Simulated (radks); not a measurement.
All-electron atom: Tb55+ in [Ne]. Method: scalar-relativistic Kohn-Sham, r2SCAN, spin-polarised, spherical densities, finite nucleus; meta-GGA in the generalised Kohn-Sham scheme; Fermi nuclear charge, rms radius 5.06 fm; computed with a radial shooting solver on a logarithmic mesh with Libxc functionals.

Radial electron density D(r) = 4 pi r^2 rho(r):

| r (bohr) | D(r) (e/bohr) |
|---|---|
| 0.001124 | 5.185 |
| 0.001237 | 6.050 |
| 0.001362 | 7.050 |
| 0.001499 | 8.200 |
| 0.00165 | 9.521 |
| 0.001816 | 11.03 |
| 0.001999 | 12.76 |
| 0.0022 | 14.71 |
| 0.002403 | 16.73 |
| 0.002645 | 19.20 |
| 0.002911 | 21.96 |
| 0.003205 | 25.02 |
| 0.003528 | 28.41 |
| 0.003883 | 32.11 |
| 0.004274 | 36.13 |
| 0.004705 | 40.45 |
| 0.005138 | 44.64 |
| 0.005656 | 49.42 |
| 0.006225 | 54.35 |
| 0.006853 | 59.33 |
| 0.007543 | 64.25 |
| 0.008303 | 68.98 |
| 0.00914 | 73.37 |
| 0.01006 | 77.24 |
| 0.01099 | 80.19 |
| 0.01209 | 82.63 |
| 0.01331 | 84.11 |
| 0.01465 | 84.56 |
| 0.01613 | 83.96 |
| 0.01775 | 82.39 |
| 0.01954 | 80.04 |
| 0.02151 | 77.18 |
| 0.02349 | 74.44 |
| 0.02586 | 71.76 |
| 0.02846 | 69.87 |
| 0.03133 | 69.21 |
| 0.03449 | 70.10 |
| 0.03796 | 72.67 |
| 0.04179 | 76.77 |
| 0.046 | 81.94 |
| 0.05023 | 86.98 |
| 0.05529 | 91.90 |
| 0.06086 | 95.19 |
| 0.067 | 95.88 |
| 0.07375 | 93.28 |
| 0.08118 | 87.15 |
| 0.08936 | 77.77 |
| 0.09836 | 65.96 |
| 0.1074 | 54.00 |
| 0.1182 | 40.94 |
| 0.1301 | 29.03 |
| 0.1433 | 19.14 |
| 0.1577 | 11.64 |
| 0.1736 | 6.486 |
| 0.1911 | 3.282 |
| 0.2103 | 1.495 |
| 0.2297 | 0.6565 |
| 0.2528 | 0.2371 |
| 0.2783 | 0.07455 |
| 0.3063 | 0.02014 |

D(r) has 2 maxima, at r = 0.0145, 0.0654 bohr, and minima at 0.0311 bohr, inside which lie 2.04 electrons.
